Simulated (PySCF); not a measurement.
**Working out the ionisation energy of Sb²⁺**

Sb²⁺ [Kr] 4d10 5s2 5p1 (2P) → Sb³⁺ [Kr] 4d10 5s2 (1S). Calculation: PySCF 2.14, in aug-cc-pwCVTZ-PP with ECP28MDF (8s7p6d4f1g, 96 functions); scalar relativity through the core potential. Frozen: nothing. Energies in hartree (1 hartree = 27.21139 eV):

```
             part  Sb²⁺ (lower)  Sb³⁺ (upper)
              UHF   -238.374777   -237.487138
MP2 opposite-spin     -0.511543     -0.501318
    MP2 same-spin     -0.253941     -0.246574
```

Q: What does Hartree-Fock give?

A: (-237.487138) − (-238.374777) = 0.887639 hartree = 24.154 eV.

Q: What do MP2 and SCS-MP2 (6/5 opposite-spin, 1/3 same-spin) give?

A: The opposite-spin parts differ by 0.278 eV and the same-spin parts by 0.200 eV. MP2: 24.154 + (0.278) + (0.200) = 24.632 eV. SCS-MP2: 24.154 + 1.2 × (0.278) + (0.200)/3 = 24.554 eV.

Reference: 25.323 eV (measured; NIST Atomic Spectra Database, ionization energies), between the lowest levels; spin-orbit coupling is absent from the calculation.

What remains against the reference includes basis incompleteness and correlation beyond second order.
